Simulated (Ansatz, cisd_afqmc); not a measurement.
System: Tl, charge 0, doublet.

Total energies in def2-QZVPP, 3 correlated electrons, 9 frozen orbitals. UHF or UKS for unpaired electrons; spin-orbit terms are left out. Cores are frozen in correlated methods (noble-gas shells, and filled d and f shells in the p block). Past Kr the def2 sets carry scalar-relativistic core potentials. The Monte Carlo rows (phaseless AFQMC, CISD trial, step 0.005/hartree) carry one-sigma bars that omit the constraint's bias. Outlying blocks are dropped, and bars are widened where a walk drifts. Over all cases where full CI ran beside it in this data, AFQMC minus full CI had a median of +0.1 mEh and passed +0.4 mEh in a tenth of the cases. Spin-orbit terms, left out, reach several kcal/mol for Br and I, and more for heavier atoms.

```csv
method,program,energy (Eh),minus CCSDT (mEh)
HF,Ansatz,-171.51555,37.06
MP2,Ansatz,-171.54365,8.97
CCSD,Ansatz,-171.55189,0.72
CCSD(T),Ansatz,-171.55246,0.15
CCSDT,Ansatz,-171.55262,0.00
AFQMC/CISD,cisd_afqmc,-171.5526 ± 0.0001,0.0 ± 0.1
```

Ansatz is a first-principles code.
